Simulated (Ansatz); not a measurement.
Ansatz (a program for electronic structure) input (wB97M-V/def2-TZVPD):

Ansatz 0.2 input:
```yaml
crystal:
  periodic: [false, false, false]
  atoms:
    - {symbol: W, position_ang: [-0.03715064, -0.06264875, -0.05076044]}
    - {symbol: O, position_ang: [1.65437362, -0.15395893, -0.54203499]}
    - {symbol: O, position_ang: [-0.40034534, -0.64888629, 1.57261805]}
    - {symbol: O, position_ang: [-0.91038481, 1.38234614, -0.56104901]}
basis:
  gaussian:
    orbitals: def2-TZVPD
hamiltonian:
  xc: {name: wB97M-V}
total_charge: -1
magnetization: {spin_polarized: true, initial_magnetization: 1}
output: {forces: true}
```

Output:

```
Functional definition: wB97M-V
integrals: 0.10 GiB planned
938 factors; their error is unknown
integrals: 0.14 GiB planned
236 factors; integrals over basis functions are off by at most 1.8e-5 eV
mean field: 1.23 GiB planned
mean field evaluation 1: about -7958.9379 eV, gradient 5.3e1 eV
mean field evaluation 2: about -7911.3412 eV, gradient 1.3e2 eV
mean field evaluation 4: about -7970.6484 eV, gradient 2.2e0 eV
mean field evaluation 8: about -7970.7048 eV, gradient 1.7e-1 eV
mean field evaluation 16: about -7970.7252 eV, gradient 9.5e-4 eV
mean field -7970.72524613 eV, -292.9187500436 hartree, gradient 8.3e-5 eV, S^2 0.756377; 0 other end points of the search recorded, 0 dependent functions left out
the calculation of the forces begins
reference -7970.72530051 eV, -292.9187520422 hartree; 20, 19 occupied and 143, 144 virtual orbitals, 938 factors
Total energy: -7970.72530051 eV, -292.9187520422 hartree
Atom 0 at    -0.037151    -0.062649    -0.050760 Å, force     0.246081     0.414976     0.336230 eV/Å
Atom 1 at     1.654374    -0.153959    -0.542035 Å, force    -0.592389    -0.023218     0.119384 eV/Å
Atom 2 at    -0.400345    -0.648886     1.572618 Å, force     0.088552     0.140803    -0.581420 eV/Å
Atom 3 at    -0.910385     1.382346    -0.561049 Å, force     0.257756    -0.532561     0.125807 eV/Å
Dipole moment:    -0.166170    -0.280220    -0.227044 e Å
```

The spin state was set by rule; other spins were not relaxed.
